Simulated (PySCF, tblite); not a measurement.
Compound: CH₉AlO₂Si₂.
SMILES: `C[SiH2][O][AlH][O][SiH3]`

Jobs on this species (15 atoms, 72 electrons) with PySCF (density fitting) and tblite. Hardware of each: one thread of an Arm Neoverse N1, on a shared host. The host was shared with other jobs, so the times are rough.

| level and settings | work | basis functions | SCF cycles | wall time |
| --- | --- | --- | --- | --- |
| PBE0/pcSseg-1 | shieldings, charges and field gradients, density and orbital grids written | 168 | ? | ? |
| GFN2-xTB | Hessian by finite differences | – | – | 0.85 s |
| GFN2-xTB | L-BFGS relaxation | – | – | ? |
| B3LYP/def2-SVPD | 8 singlets by full TDDFT, 3 Tamm–Dancoff triplets, polarisability, density and orbital grids written | 210 | 13 | 65 s |

Fill in the missing figures.

- PBE0/pcSseg-1; shieldings, charges and field gradients, density and orbital grids written: 46 s, 13 SCF cycles
- GFN2-xTB; L-BFGS relaxation: 1.3 s

What do all jobs in the table cost together?

About 1.9 min; the longest takes about 57 % of that, and about 76 times as long as the shortest.

***

Species: C₅H₁₄AlPS.
SMILES: `[P+]1([AlH3-])(CCSCC1)C`

Jobs on this species (22 atoms, 88 electrons) with PySCF (density fitting) and tblite. Hardware of each: one thread of an Arm Neoverse V1, no GPU (shared host). Other jobs ran on the host; a repeat could differ by tens of per cent or more.

```csv
level and settings,work,basis functions,SCF cycles,wall time
GFN2-xTB,Hessian by finite differences,–,–,?
GFN2-xTB,L-BFGS relaxation,–,–,1.5 s
PBE0/pcSseg-1,"shieldings, ring-centre shieldings, charges and field gradients",227,12,48 s
```

Q: Fill in the missing figures.

A: 
- GFN2-xTB; Hessian by finite differences: 1.2 s

Q: What do all jobs in the table cost together?

A: About 51 s; the longest takes about 95 % of that, and about 40 times as long as the shortest.
